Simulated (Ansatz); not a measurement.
System: CSi, charge 0, multiplicity 3. 
Structure (B3LYP-D3(BJ)/def2-TZVP (Ansatz, a quantum-chemistry and plane-wave program) minimum search):
```
Si
C 1 1.7136
```
Charge 0, spin multiplicity 3.

Parts of the frozen-core correlation energy in cc-pV(D+d)Z (Ansatz, hartree). Frozen orbitals: 6; correlated occupied orbitals by spin: 5 and 3; virtual: 26 and 28. Open shells are spin-unrestricted. Spin-orbit coupling is left out. No relativistic terms.

| term | value |
|---|---|
| reference (HF) | -326.62916 |
| MP2 opposite-spin | ? |
| MP2 same-spin | ? |
| CCSD correlation | ? |
| (T) | -0.00908 |
| CCSDT minus CCSD(T) | -0.00312 |
| CCSDT(Q) minus CCSD(T) | -0.00420 |
| T1 diagnostic | 0.089 |
| largest doubles amplitude | 0.145 |
| <S^2> of the reference | 2.517 |

### Question
Fill in the missing entries.

### Answer

- MP2 opposite-spin, value: -0.09505
- MP2 same-spin, value: -0.03516
- CCSD correlation, value: -0.17641
